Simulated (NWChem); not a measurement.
Species: C$_{3}$H$_{2}$N$_{2}$O; SMILES N#C/N=C/C=O

```xyz
8

N      0.2744     3.0071     0.0000
C     -0.0377     1.8814     0.0000
N     -0.5243     0.6340     0.0000
C      0.2633    -0.3817     0.0000
C     -0.3517    -1.7414     0.0000
O      0.3261    -2.7459     0.0000
H      1.3558    -0.3218     0.0000
H     -1.4588    -1.7496     0.0000
```
Atoms are numbered in this order, from 1.

All runs: NWChem. Pople sets run with spherical d functions. Structure relaxed at the B3LYP/6-31G* (spherical d) level. Level M06-2X/6-31G*: energy and gradient on several grids; changes count from the extra-fine grid, which is no exact limit either.

```json
[
 {"grid": "xcoarse", "size of the energy change (μHa)": "2000", "largest change of a gradient component (μHa/bohr)": "10000", "time, medium = 1 (rough)": "about 1"},
 {"grid": "coarse", "size of the energy change (μHa)": "600", "largest change of a gradient component (μHa/bohr)": "800", "time, medium = 1 (rough)": "about 1"},
 {"grid": "medium", "size of the energy change (μHa)": "80", "largest change of a gradient component (μHa/bohr)": "200", "time, medium = 1 (rough)": "about 1"},
 {"grid": "fine", "size of the energy change (μHa)": "< 10", "largest change of a gradient component (μHa/bohr)": "70", "time, medium = 1 (rough)": "about 1"},
 {"grid": "xfine", "size of the energy change (μHa)": "< 10", "largest change of a gradient component (μHa/bohr)": "< 30", "time, medium = 1 (rough)": "2"}
]
```
